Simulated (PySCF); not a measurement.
## How well do the runs reproduce experiment for calcium monochloride?

**Measured values to compare with.**

Liu, Meijer, Perez-Rios, Phys. Chem. Chem. Phys. 22 (2020) 24191 lists, for the gas: dipole moment 4.257 D.

The results are set against them at the end.

Compound: calcium monochloride, CaCl (doublet state).
Numbering: `[Cl:1][Ca:2]`

Structure used (PBE0-D3(BJ)/def2-SVP), in Å, numbered top down from 1:
```
atom  x, y, z in Å
Cl1    1.2138   -0.0062   -0.0052
Ca2   -1.2083    0.0088   -0.0231
```

The PySCF runs (gas phase, on this PBE0-D3(BJ)/def2-SVP geometry; no spin–orbit coupling):

```
                             level                                          job  basis functions  wall time
PBE0-D3(BJ)/def2-SVP, grid level 1  geometry optimisation from a GFN2-xTB start               42      4.2 s
```

Hardware: an Intel Xeon Platinum 8175M at 2.50 GHz with one thread, no GPU, on a shared host.

## Comparison

**Dipole moment.** Measured: 4.257 D (Liu, Meijer, Perez-Rios, Phys. Chem. Chem. Phys. 22 (2020) 24191).

| level | computed (D) | computed − measured (D) | % (from the printed values) |
| --- | --- | --- | --- |
| PBE0-D3(BJ)/def2-SVP | 4.173 | -0.084 | -2 |

The computed dipoles belong to one fixed geometry; measured ones are averaged over vibrations unless marked μe. Magnitudes are compared, not signs.

The geometry is computed, not the measured one. Where a level misses, the cause wasn't examined.
